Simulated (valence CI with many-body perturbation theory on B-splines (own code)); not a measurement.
## Ag⁴²⁺: key properties

Method: valence CI with perturbative core correlation (CI+MBPT): three valence electrons over a frozen Dirac-Fock core [He], radial functions for each j: 9 s, 9 p, 8 d, 6 f, 3 g, 1 h, with the one-electron correlation potential Σ1 (screened to all orders), the two-electron term Σ2, the three-electron term Σ3, Breit, model QED; selected single and double excitations, second order for the rest, scaled by the run's own slope (own B-spline code, finite nucleus).

The last digits are not significant, and no measured levels were compared; by estimate large intervals hold to a few tenths of a per cent, small ones and those within an open d or f shell to about a per cent.

Levels are named by their leading jj configuration (3d3/2^4 stands for four electrons in 3d with j = 3/2), which in mixed levels can hold well under half, so a name can repeat and another be missing.

Rates and lifetimes use the calculated energies. Strong lines usually hold to 10 to 20 %, long lifetimes can be off by a factor of two.

(1) What is the ground level?

(2) Name the longest-lived excited levels whose lifetime is computed, and their main decay.

(3) What are the static dipole polarisabilities of the lowest levels?

(4) Where does the other parity begin?

(5) How well does LS coupling describe the low levels?

Results:

(1) (2s^2 2p1/2) J=1/2, composition 99 % 2s2 2p 2P°, g = 0.647.

(2) (2s^2 2p3/2) J=3/2 at 1573.9 × 10³ cm⁻¹ lives 16.9 ns, mostly by M1 to (2s^2 2p1/2) J=1/2; (2s 2p1/2 2p3/2) J=3/2 at 2324.9 × 10³ cm⁻¹ lives 997 ps, mostly by E1 to (2s^2 2p1/2) J=1/2; (2s 2p1/2 2p3/2) J=5/2 at 2543.4 × 10³ cm⁻¹ lives 356 ps, mostly by E1 to (2s^2 2p3/2) J=3/2.

(3) (2s^2 2p1/2) J=1/2 0.00125 bohr³, of which the core gives 1.68e-06.

(4) At (2s 2p1/2^2) J=1/2, 1066.2 × 10³ cm⁻¹.

(5) Among the lowest 20 levels the leading LS term, summed over configurations, holds 76 % on average. For single configurations the figures are 73 % in LS and 94 % in jj coupling. Terms mix most in the J = 3/2 level at 4061.1 × 10³ cm⁻¹, where the leading one holds 44 %.
